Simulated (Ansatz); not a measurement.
BCl2I (`ClB(Cl)I`). The species carries charge 0 and has multiplicity 1. I takes the def2 core potential.

Cartesian coordinates in Å:
```
Cl -0.3341 -0.0949 1.7499
B 0.0496 0.0500 0.0648
Cl 1.3315 1.1012 -0.4445
I -1.0469 -1.0562 -1.3702
```

Question: List the harmonic frequencies (cm⁻¹, unscaled) at PBE0-D4/def2-TZVP in Ansatz. (Best estimate.)

Answer: Ansatz gave: 182, 201, 382, 406, 846, 969.

Question: Is this a minimum?

Answer: Yes, all 6 modes are real.

Question: Give the ideal-gas thermochemistry at 298.15 K and 1 bar (rigid rotor, harmonic oscillator; point group C2v, symmetry number 2).

Answer: Zero-point energy 17.9 kJ/mol; H(298) − E = 32.7 kJ/mol; entropy 318.8 J/(mol·K), of which translation 175.5, rotation 115.4, vibration 28.0; G(298) − E = -62.3 kJ/mol.

Question: And at 400, 500, 600, 800 and 1000 K?

Answer: 
```tsv
T (K)	H − E (kJ/mol)	S (J/mol/K)	G − E (kJ/mol)
400	39.7	338.8	-95.8
500	46.9	355.0	-130.6
600	54.5	368.7	-166.8
800	70.0	391.1	-242.8
1000	86.0	408.9	-322.9
```

Question: Rotational constants (cm⁻¹)?

Answer: 0.1054, 0.04046, 0.02924.
